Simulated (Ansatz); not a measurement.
All numbers were calculated with Ansatz.

A structure relaxed at PBE0-D4/def2-TZVP, charge 0, multiplicity 1:

```xyz
7

O     0.483   -1.096   -1.201
Hf    0.321    0.164    0.208
O    -1.500    0.576    0.541
Cl    1.269   -0.751    2.163
Cl    1.453    2.140   -0.400
H     0.415   -1.725   -1.911
H    -2.442    0.692    0.600
```

Task: Give its formula and SMILES.

Result: Cl2H2HfO2, `[OH][Hf]([OH])([Cl])[Cl]`.

Task: Point group (tolerance 0.08 Å, 0.16 Å for H)?

Result: C2v.

Task: Summarise the bond lengths by kind.

Result: 2 × Hf–O 1.896 to 1.897 Å; 2 × H–O 0.952 Å; 2 × Cl–Hf 2.357 Å.
